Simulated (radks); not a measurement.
Values are calculated unless marked as measured or tabulated.
Species: Sn3+. Configuration: [Kr] 4d10 5s1. Level of theory: Dirac Kohn-Sham, revPBE, spin-unpolarised, spherical densities, finite nucleus; Fermi nuclear charge, rms radius 4.6519 fm (a radial shooting solver on a logarithmic mesh with Libxc functionals).

Radial electron density D(r) = 4 pi r^2 rho(r):

| r (bohr) | D(r) (e/bohr) |
|---|---|
| 0.004171 | 16.42 |
| 0.004817 | 20.13 |
| 0.005564 | 24.43 |
| 0.006425 | 29.31 |
| 0.007421 | 34.71 |
| 0.00857 | 40.49 |
| 0.009818 | 46.09 |
| 0.01134 | 51.88 |
| 0.0131 | 57.13 |
| 0.01512 | 61.38 |
| 0.01747 | 64.21 |
| 0.02017 | 65.30 |
| 0.0233 | 64.60 |
| 0.02669 | 62.56 |
| 0.03082 | 59.68 |
| 0.0356 | 57.18 |
| 0.04111 | 56.34 |
| 0.04748 | 58.24 |
| 0.05483 | 63.16 |
| 0.06282 | 69.82 |
| 0.07255 | 77.03 |
| 0.08378 | 81.73 |
| 0.09676 | 81.69 |
| 0.1117 | 76.39 |
| 0.1291 | 67.87 |
| 0.1479 | 60.44 |
| 0.1708 | 56.94 |
| 0.1972 | 59.23 |
| 0.2278 | 64.67 |
| 0.263 | 67.81 |
| 0.3038 | 63.95 |
| 0.348 | 53.34 |
| 0.4019 | 38.68 |
| 0.4642 | 26.50 |
| 0.5361 | 20.75 |
| 0.6191 | 20.88 |
| 0.715 | 23.04 |
| 0.8257 | 23.39 |
| 0.946 | 20.82 |
| 1.093 | 16.01 |
| 1.262 | 10.86 |
| 1.457 | 6.688 |
| 1.683 | 3.861 |
| 1.944 | 2.146 |
| 2.227 | 1.197 |
| 2.572 | 0.6118 |
| 2.97 | 0.2842 |
| 3.43 | 0.1140 |
| 3.961 | 0.03725 |
| 4.574 | 0.009321 |
| 5.241 | 0.001877 |
| 6.053 | 0.0002403 |

D(r) has 4 maxima, at r = 0.0205, 0.0900, 0.263, 0.781 bohr, and minima at 0.0401, 0.172, 0.571 bohr, inside which lie 2.03, 11.15, 29.00 electrons.
